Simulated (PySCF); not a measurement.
Compound: C3H5Al.
Geometry (PBE0-D3(BJ)/def2-SVP, Å), atoms numbered from 1 in this order:
```
atom  x, y, z in Å
C1    -2.002   -0.278    0.111
C2    -0.568   -0.074    0.032
C3     0.643    0.096   -0.035
Al4    2.525    0.350   -0.150
H5    -2.242   -1.347    0.225
H6    -2.426    0.254    0.977
H7    -2.509    0.091   -0.794
H8     3.483   -0.482    0.801
H9     3.106    1.391   -1.197
```

Method: PySCF, PBE0-D3(BJ)/def2-SVP geometry optimisation, gas phase.

**Question.** Which atoms are bound to Al4, and at what distances?

**Answer.** 3 atoms: H8 1.586 Å, H9 1.586 Å, C3 1.902 Å. The nearest atom not counted as bound is C2, at 3.13 Å.

**Question.** List the angles at Al4.

**Answer.** 
| angle | degrees | distance of the outer atoms (Å) |
| --- | --- | --- |
| H8–Al4–H9 | 121.2 | 2.76 |
| C3–Al4–H8 | 119.4 | 3.02 |
| C3–Al4–H9 | 119.3 | 3.02 |

**Question.** What is the shape at Al4?

**Answer.** Planar: angles 121.2°, 119.4° and 119.3°, sum 360.0°, 0.00 Å off the plane of its three neighbours.

**Question.** What are the other bond lengths?

**Answer.** C1–C2 1.451 Å; C2≡C3 1.225 Å; C1–H5, C1–H6, C1–H7 1.101 Å.

**Question.** Give some angles away from the centre.

**Answer.** C1–C2–C3 179.8°, C2–C3–Al4 179.6°.

Point group: near Cs, missed by 0.25 Å at most; the miss may be what the optimiser left on a soft mode. Charge 0, singlet. No PBE0-D3(BJ)/def2-SVP frequencies stand behind this structure, so it isn't proved a minimum.

Hardware: x86-64 server, one thread, no GPU, shared host. Cost: 9.1 s wall. That covers the optimisation of the geometry.
